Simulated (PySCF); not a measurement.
This PySCF input asks for the spin–spin couplings of `C#CC(Br)=C=O`, C$_{4}$HBrO; the geometry comes from GFN2-xTB.

```python
import basis_set_exchange as bse
import numpy as np
from pyscf import gto, dft
from pyscf.data import nist
from pyscf.prop import ssc

atoms = """
C     1.939564   -0.423877   -0.017334
C     0.781398   -0.105969    0.001735
C    -0.541801    0.348990    0.043067
Br   -0.885985    2.231392    0.397250
C    -1.623859   -0.359960   -0.132190
O    -2.607136   -0.952835   -0.281320
H     2.941153   -0.732838   -0.038285
"""
names = {"C": "pcJ-1", "Br": "pcSseg-1", "O": "pcJ-1", "H": "pcJ-1"}
basis = {el: gto.basis.parse(bse.get_basis(n, elements=[el], fmt="nwchem")) for el, n in names.items()}
mol = gto.M(atom=atoms, basis=basis, charge=0, verbose=0)
mf = dft.RKS(mol, xc="B3LYP")
mf.grids.level = 2
mf.grids.alignment = dft.numint.BLKSIZE   # the property module wants whole blocks of grid points
mf.conv_tol = 1e-9
mf.kernel()

sc = ssc.RKS(mf)
sc.with_fcsd = True   # Fermi contact and spin-dipole together
sc.max_cycle_cphf = 60
g = {"C": 1.4048236, "H": 5.58569468, "O": -0.757516}   # nuclear g factors of 13C, 1H, 17O
sc.nuc_pair = [(i, j) for i in range(mol.natm) for j in range(i + 1, mol.natm)
               if mol.atom_pure_symbol(i) in g and mol.atom_pure_symbol(j) in g]
K = sc.kernel()
unit = nist.HARTREE2J / nist.PLANCK * (0.5 * nist.E_MASS / nist.PROTON_MASS) ** 2
for (i, j), k in zip(sc.nuc_pair, K):
    a, b = mol.atom_pure_symbol(i), mol.atom_pure_symbol(j)
    J = unit * g[a] * g[b] * np.trace(k) / 3
    if abs(J) >= 1:
        print("%s%d %s%d %8.1f Hz" % (a, i, b, j, J))
```

Q: What does it print?

A: 
```
C0 C1    227.0 Hz
C0 C2     17.6 Hz
C0 C4      1.8 Hz
C0 O5      2.6 Hz
C0 H6    272.7 Hz
C1 C2    139.2 Hz
C1 C4     10.1 Hz
C1 H6     55.7 Hz
C2 C4    157.3 Hz
C2 O5      8.4 Hz
C2 H6      5.3 Hz
C4 O5     21.8 Hz
C4 H6     -2.3 Hz
O5 H6      1.3 Hz
```

These numbers come from an equivalent density-fitted implementation of the same equations, which agrees with the script to about 0.1 Hz, so last digits may differ.

Size and cost of the density-fitted run: 186 basis functions, 31 s wall time on 1 thread of an x86-64 server CPU, shared host.
